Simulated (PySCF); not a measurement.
Geometries of 2 isomers of CH10GeOSi2, from PySCF, PBE0-D3(BJ)/def2-SVP geometry optimisation, gas phase. One conformer each, no zero-point energy, no frequencies.

Task: Which is lower in electronic energy at this level?
A.
```xyz
15
angstrom
C     -1.905   -1.067    0.145
Si    -0.521   -0.217   -0.785
Ge    -0.446    2.121   -0.263
O      0.933   -0.928   -0.392
Si     2.307   -0.941    0.527
H     -1.788   -0.943    1.232
H     -1.911   -2.145   -0.083
H     -2.881   -0.647   -0.145
H     -0.716   -0.393   -2.256
H     -1.490    2.487    0.813
H      0.941    2.519    0.283
H     -0.730    2.993   -1.503
H      3.208   -2.014    0.019
H      3.008    0.376    0.444
H      1.973   -1.216    1.959
```
B.
```xyz
15
angstrom
Si    -2.303    0.582   -0.173
C     -1.689   -1.107    0.401
Ge     0.046   -1.569   -0.354
O      0.988   -0.056   -0.433
Si     1.782    0.950    0.611
H     -2.154    0.713   -1.654
H     -3.749    0.750    0.173
H     -1.532    1.674    0.492
H     -1.617   -1.115    1.500
H     -2.416   -1.884    0.112
H     -0.075   -2.044   -1.811
H      0.824   -2.582    0.512
H      3.151    0.430    0.920
H      1.903    2.296   -0.019
H      1.038    1.082    1.907
```

Result: A. That is `C[Si@@H]([GeH3])O[SiH3]`, 19.3 kcal/mol below the other.

```json
{"SMILES": "C[Si@@H]([GeH3])O[SiH3]", "atoms numbered as above": "[CH3:1][Si@@H:2]([GeH3:3])[O:4][SiH3:5]", "E (Eh)": "-2774.24674", "relative (kcal/mol)": "0.0", "relative (kJ/mol)": "0.0", "dipole (D)": "0.89"}
{"SMILES": "[SiH3][CH2][GeH2][O][SiH3]", "atoms numbered as above": "[SiH3:1][CH2:2][GeH2:3][O:4][SiH3:5]", "E (Eh)": "-2774.21596", "relative (kcal/mol)": "19.3", "relative (kJ/mol)": "80.8", "dipole (D)": "1.90"}
```
